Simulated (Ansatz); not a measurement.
Reaction (formal exchange of groups at the Si–C bond): `O[SiH](O)/C=C\[SiH2]Cl` + `C=C[SiH2]O` → `O[SiH2]/C=C\[SiH](O)O` + `C=C[SiH2]Cl`

Computed with Ansatz on PBE0-D4/def2-TZVP structures; ΔE is electronic, products minus reactants. CCSD(T)/CBS adds triple-zeta CCSD(T) − MP2 to the extrapolated MP2 energy (def2 sets, frozen cores). Double bonds are as drawn, so ΔE can hold a change between cis and trans. Functionals use def2-TZVPP. Each species was taken in one conformer, which may not be the lowest.

`O[SiH](O)/C=C\[SiH2]Cl`:

Z-matrix (Å, degrees):
```
Si
O 1 1.650
C 1 1.849 2 101.5
O 1 1.638 2 113.5 3 -121.2
H 1 1.480 2 110.9 3 122.5
H 2 0.958 1 120.0 3 -159.8
C 3 1.338 1 123.6 2 7.4
H 3 1.091 1 118.4 2 -172.0
H 4 0.959 1 117.8 2 64.9
Si 7 1.876 3 128.9 1 1.5
H 7 1.091 3 118.1 1 -179.2
Cl 10 2.080 7 103.5 3 173.4
H 10 1.477 7 114.6 3 -72.9
H 10 1.478 7 114.5 3 59.9
```

`C=C[SiH2]O`:

Z-matrix (Å, degrees):
```
Si
C 1 1.857
O 1 1.649 2 111.4
H 1 1.491 2 108.7 3 122.7
H 1 1.484 2 111.0 3 -117.5
C 2 1.330 1 122.9 3 6.6
H 2 1.090 1 118.9 3 -173.1
H 3 0.958 1 117.3 2 72.7
H 6 1.087 2 121.4 1 0.7
H 6 1.086 2 122.4 1 -179.7
```

`O[SiH2]/C=C\[SiH](O)O`:

Cartesian coordinates in Å:
```
O -0.203 1.315 1.726
Si -0.065 -0.238 2.228
C 0.301 -1.423 0.832
C 0.391 -1.166 -0.479
Si 0.206 0.444 -1.376
O 0.075 0.118 -2.982
O -1.195 1.163 -0.851
H -0.786 1.471 0.969
H 1.054 -0.277 3.202
H -1.297 -0.733 2.907
H 0.449 -2.460 1.147
H 0.615 -2.003 -1.145
H 1.349 1.377 -1.188
H 0.677 0.570 -3.574
H -1.571 1.841 -1.416
```

`C=C[SiH2]Cl`:

```xyz
9

C     1.083    0.860    0.736
C    -0.182    0.581    0.433
Si   -0.621   -0.748   -0.774
Cl   -1.743   -2.210    0.148
H     1.910    0.309    0.299
H     1.351    1.649    1.434
H    -0.975    1.159    0.904
H    -1.446   -0.229   -1.891
H     0.623   -1.371   -1.288
```

```tsv
level	ΔE (kJ/mol)
PBE0-D4	-3.3
HF/def2-TZVPP	-0.6
MP2/def2-TZVPP	-1.6
MP2/CBS(def2)	-1.5
```

(1) What does CCSD(T)/CBS give? (An estimate is asked.)

Largest T1 diagnostic among the species: 0.012.

## Answers

(1) Computed: -2.0 kJ/mol. The listed levels differ from it by -1.3, 1.4, 0.4, 0.5 kJ/mol.
